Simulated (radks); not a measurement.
Values are calculated unless marked as measured or tabulated.
Charge is removed step by step from the 5p down level of Pt3+, starting from [Kr] 4d10 4f14 5s2 5p(up 3, down 3) 5d7. Level of theory: scalar-relativistic Kohn-Sham, PBE, spin-polarised, spherical densities, point nucleus; open shells are filled with parallel spins first (spin-orbit coupling, left out, can overturn this in heavy ions) (a radial shooting solver on a logarithmic mesh with Libxc functionals).

\begin{tabular}{lrrr}
removed (e) & E - E(0) (eV) & eigenvalue (eV) & E minus straight line (eV) \\ \hline
0 & 0.000 & -89.720 & 0.000 \\
0.1 & 9.043 & -91.302 & -0.726 \\
0.2 & 18.245 & -92.896 & -1.294 \\
0.3 & 27.606 & -94.500 & -1.702 \\
0.4 & 37.129 & -96.115 & -1.949 \\
0.5 & 46.813 & -97.739 & -2.034 \\
0.6 & 56.660 & -99.372 & -1.957 \\
0.7 & 66.671 & -101.02 & -1.715 \\
0.8 & 76.846 & -102.67 & -1.309 \\
0.9 & 87.187 & -104.33 & -0.738 \\
1 & 97.695 & -106.00 & 0.000 \\
\end{tabular}

Removing the whole electron costs 97.695 eV by Delta-SCF, against 89.720 eV from minus the eigenvalue at the starting occupation. Slater's transition state (half an electron removed) gives 97.739 eV. Integrating minus the eigenvalue over the occupation (Janak's theorem) gives 97.778 eV. In this scalar-relativistic scheme the density is built from large components alone, so the theorem holds only approximately. The mean slope of the eigenvalue, de/dn, is 16.3 eV per electron.
